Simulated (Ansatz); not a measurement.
Input file for Ansatz (an electronic-structure program): R-CCSD(T)/aug-cc-pV(T+d)Z on H2 (SMILES [H][H]) with ghost functions, monomers drawn apart or pushed together. Files ending in .json are basis or fitting sets from the Basis Set Exchange.

Ansatz 0.2 input:
```yaml
crystal:
  periodic: [false, false, false]
  atoms:
    - {symbol: H, position_ang: [-0.16559558, -0.18977738, 4.70798476]}
    - {symbol: H, position_ang: [-0.20572398, -0.22944182, 5.44962962]}
basis:
  gaussian:
    orbitals: aug-cc-pV_T+d_Z.json
    ghost_atoms:
      - {symbol: Si, position_ang: [0.04975310, 0.05632914, -0.01268721]}
      - {symbol: H, position_ang: [0.11787617, 0.14422935, -1.48874344]}
      - {symbol: H, position_ang: [-1.33638392, -0.25746670, 0.40139849]}
      - {symbol: H, position_ang: [0.45894487, 1.34966639, 0.57991665]}
      - {symbol: H, position_ang: [0.95838262, -1.01139831, 0.46237679]}
magnetization: {spin_polarized: false}
correlation: {method: ccsd_t, electrons: outside_noble_gas}
scf: {lower_state_search: off}
```

The head of its log:

```
WARN ansatz: RAYON_NUM_THREADS=1 ignored (pool sized by the plan → 1); use --threads N
Functional definition: HF
these checks for a lower state are left out or cut short: stability, starts, cluster_reference, orbital_swaps, neighbouring_geometries, increment
integrals: 0.73 GiB planned
1042 factors; integrals over basis functions are off by at most 1.6e-3 eV
mean field: 0.33 GiB planned
mean field evaluation 1: about -30.7402 eV, gradient 3.6e0 eV
mean field evaluation 2: about -30.7401 eV, gradient 3.6e0 eV
mean field evaluation 4: about -30.8305 eV, gradient 6.7e-2 eV
mean field evaluation 8: about -30.8305 eV, gradient 1.5e-7 eV
mean field -30.83050274 eV, -1.1330000780 hartree, gradient 1.6e-7 eV, S^2 0.000000; 0 other end points of the search recorded, 0 dependent functions left out
reference -30.83050274 eV, -1.1330000780 hartree; 1, 1 occupied and 192, 192 virtual orbitals, 1042 factors
```

**Question.** Give the final energy of this run.

**Answer.** -1.1726 hartree (reference determinant -1.1330, T1 diagnostic 0.005).
